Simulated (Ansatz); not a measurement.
# Relative stability

The two ends of one reaction step of BNH5Br, closed shell (PBE0-D4/def2-TZVP).

A:

```xyz
8
angstrom
B -0.6206 -0.4109 -0.3013
Br -1.0172 0.9256 -1.7722
H -1.5238 -0.4623 0.4892
H -0.2567 -1.4602 -0.7592
H 1.4198 0.3601 -0.1831
N 0.6453 0.2384 0.4644
H 0.9514 -0.3481 1.2369
H 0.4018 1.1572 0.8253
```

B:

B1  (-0.683, -0.844, 0.523)
Br2  (0.465, 1.744, -2.447)
H3  (-1.749, -0.428, 0.867)
H4  (-0.544, -1.925, 0.033)
H5  (0.303, 0.951, -1.263)
N6  (0.435, -0.027, 0.674)
H7  (1.372, -0.338, 0.471)
H8  (0.403, 0.865, 1.141)
(Å)

Computed with Ansatz 0.2.0 (basis: def2-TZVPP); correlated methods freeze the cores. Filled d shells of the heavier atoms are correlated. The def2 sets are not built for correlating such inner shells, so the correlated values are less sure here. B3LYP uses VWN-RPA correlation.

Q: Which structure is lower at CCSD(T), and by how much? (To be estimated.)

A: By the calculation: A, by 15.51 kcal/mol (electronic energy, against the other). By their contacts, A is BNH₅Br ([NH3][BH2][Br]) and B is a complex of BNH₄ ([BH2][NH2]) + HBr.

All methods give the same order:

```csv
method,E(B) − E(A) (kcal/mol)
SPW92,20.30
PBE-D4,15.66
BLYP-D4,10.55
r2SCAN-D4,16.17
B97M-V,14.26
PBE0-D4,17.43
B3LYP-D4,12.39
r2SCAN0-D4,17.56
BHLYP-D4,14.05
CAM-B3LYP-D4,13.16
wB97X-V,15.85
wB97M-V,15.38
B2PLYP,13.32
PBE-QIDH,18.55
RPA on PBE,14.08
HF,10.68
MP2,17.20
CCSD,15.03
CCSD(T),15.51
```

T1 diagnostic: at most 0.009.

Labels in which every atom is bracketed show which atoms are joined, not bond orders.

For scale, one of the runs: CCSD(T)/def2-TZVPP, 180 basis functions, launched by `ansatz run in.yaml --threads 4 --pin off --events-out ev --progress --plain --max-ram 9574MiB`. The run took 68 s on 4 CPU threads of an AMD EPYC (shared host), with 1.8 GiB of host memory at its peak.
